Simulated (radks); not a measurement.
Species: Ni XIX. Configuration: [He] 2s2 2p5 5f1 (not the ground configuration).

All-electron calculation, non-relativistic Kohn-Sham, PBE, spin-polarised, spherical densities, point nucleus; open shells are filled with parallel spins first. Program: a radial shooting solver on a logarithmic mesh with Libxc functionals.

Energy parts (hartree):
part                       energy
total                 -1288.83382
kinetic                1288.47689
electron-nucleus      -2761.09464
Hartree                 224.18124
exchange-correlation    -40.39732

Orbitals (lengths in bohr, moments of r in powers of bohr):
orbital  occ.  eigenvalue (hartree)     <r^2>       <r^4>
1s up       1             -328.0867  0.004019  0.00004108
1s down     1             -327.9213  0.004015  0.00004100
2s up       1             -61.97642   0.06790    0.007793
2s down     1             -61.69244   0.06810    0.007842
2p up       3             -58.05532   0.05268    0.005412
2p down     2             -57.71775   0.05291    0.005464
5f up       1              -7.12149     3.035       12.84

The highest occupied level is 5f up at -193.79 eV. Virial ratio -V/T = 2.00028.
